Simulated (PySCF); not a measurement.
# Stationary points of NbH₆⁻

Method: PBE0/[Nb def2-TZVPD with ECP28, H def2-TZVPD], scalar-relativistic core potentials, density fitting, no spin–orbit coupling, PySCF.

Relaxations began from a few typed shapes. The search is not exhaustive: other isomers or separated fragments can lie lower, and high-lying points may rest on an excited occupation.

Q: Order these stationary points by electronic energy, lowest first, in kJ/mol from the lowest minimum.
A. singlet C5v: Nb–H 1.768 Å (×5), Nb–H 1.849 Å; H–Nb–H 66.1° (×5), H–Nb–H 112.0° (×5), H–Nb–H 123.8° (×5)
B. singlet C3v: Nb–H 1.747 Å (×3), Nb–H 1.823 Å (×3); H–Nb–H 65.5° (×3), H–Nb–H 71.7° (×3), H–Nb–H 108.6° (×3), H–Nb–H 124.3° (×6)
C. singlet D3h: Nb–H 1.812 Å (×6); H–Nb–H 74.8° (×3), H–Nb–H 86.9° (×6), H–Nb–H 133.2° (×6)
D. singlet Oh: Nb–H 1.874 Å (×6); H–Nb–H 90.0° (×12), H–Nb–H 180.0° (×3)

A: B (0.0), A (2.8), C (39.8), D (265.4).

Q: Which of them are minima?

A: By energy in kJ/mol, 0.0: minimum; 2.8: minimum; 39.8: saddle point, 3 imaginary modes; 265.4: saddle point, 6 imaginary modes.

For the lowest minimum: the lowest empty level of this anion is unbound, so it and the gap depend on the basis.
